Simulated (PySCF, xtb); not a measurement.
Al(H)(OMe)(OSiH3) (CH7AlO2Si), SMILES C[O][AlH][O][SiH3].

GFN2-xTB run with xtb 6.7.1 at its own geometry gives an orbital gap of 4.87 eV and a dipole moment of 0.95 D.

Geometry: B3LYP-D3(BJ)/def2-SVP. One conformer was computed; it need not be the lowest.

Q: What does PBE/def2-TZVP (PySCF) give? (The exact figures need the calculation; the answer reports its results.)

A: gap 5.59 eV (levels -6.70 and -1.11 eV), dipole 0.74 D.
